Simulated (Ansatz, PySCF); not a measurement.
Caution: the highest occupied level lies above zero, so the state may not be bound. Caution: the restricted solution is unstable towards spin-unrestricted or complex orbitals, so a lower solution exists and this singlet may not be the ground state. This singlet lies 0.53 eV below the relaxed triplet at the level composite: frozen-core CCSD(T) with HF/aug-cc-pVQZ and the correlation energy extrapolated as X^-3 from aug-cc-pVTZ and aug-cc-pVQZ, plus CCSDT(Q) minus CCSD(T) in aug-cc-pVDZ // PBE0-D3(BJ)/def2-TZVPD (Ansatz, a program for electronic structure).

## HBCl, SMILES `[BH-]Cl` (lower singlet) (charge -1, multiplicity 1)

Method: PBE0-D3(BJ)/def2-TZVPD (PySCF).

The HOMO comes out as 0.84 eV, the total energy comes out as -485.4442 Ha and the cost is very roughly 7 core-seconds.

Bonded distances (Å): B1–Cl2 1.904, B1–H3 1.242. Angles (°): Cl2–B1–H3 99.1.
Charge -1, spin multiplicity 1.
